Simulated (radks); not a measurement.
Values are calculated unless marked as measured or tabulated.
Task: Coherent X-ray form factor from a spherical all-electron density. Level of theory: non-relativistic Kohn-Sham, SCAN, spin-unpolarised, spherical densities, point nucleus; meta-GGA in the generalised Kohn-Sham scheme (a radial shooting solver on a logarithmic mesh with Libxc functionals).

sin(theta)/lambda (1/angstrom),f0 (electrons)
0.05,59.253
0.1,57.172
0.15,54.164
0.2,50.711
0.25,47.220
0.3,43.940
0.4,38.328
0.5,33.804
0.6,29.998
0.8,23.960
1,19.839
1.25,16.644
1.5,14.439
2,10.663

The species is in the configuration that NIST lists as its ground one. Which atom or ion scatters so?

Result: The samarium ion Sm2+, [Xe] 4f6. Extrapolating in s^2 from the first two rows gives f0(0) = 59.9, near the electron count 60; among species with that count, the fall with angle is slower the higher Z, and the table is that of Z = 62; from so few rows the species is fixed only to a neighbour or two.
